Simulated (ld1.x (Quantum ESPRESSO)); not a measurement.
## Pseudopotential generation for holmium: TM, PBE, fully relativistic.

* Element: holmium (Ho)
* Generator: ld1.x (Quantum ESPRESSO) 7.5
* Type: norm-conserving Troullier–Martins (Kleinman–Bylander form)
* Functional: PBE
* Relativity: fully relativistic
* Frozen core: [Kr] 4d10 5s2
* Valence charge: 19
* Reference configuration: 4f11 5p6 5d0 6s2 6p0
* Partial waves: 6s (bound): rc 3.30 bohr; 5d (bound, empty): rc 3.65 bohr; 4f (bound): rc 0.65 bohr; 5p (bound): rc 1.40 bohr
* Local potential: the p channel
* Core correction: a·sin(br)/r model core, default radius (core density twice the valence density)

Open shells are filled in proportion to 2j + 1 (rel_dist='average').

Problem. Is a potential produced?

Solution. No. ld1.x (Quantum ESPRESSO) 7.5 stopped with "run_pseudo: Errors in PS-KS equation": the pseudo-atom solver did not find the valence states with the expected number of nodes, which is the usual sign of a ghost state. Before that it printed "Warning: n=1, l=0 expected 0 nodes, found 1".
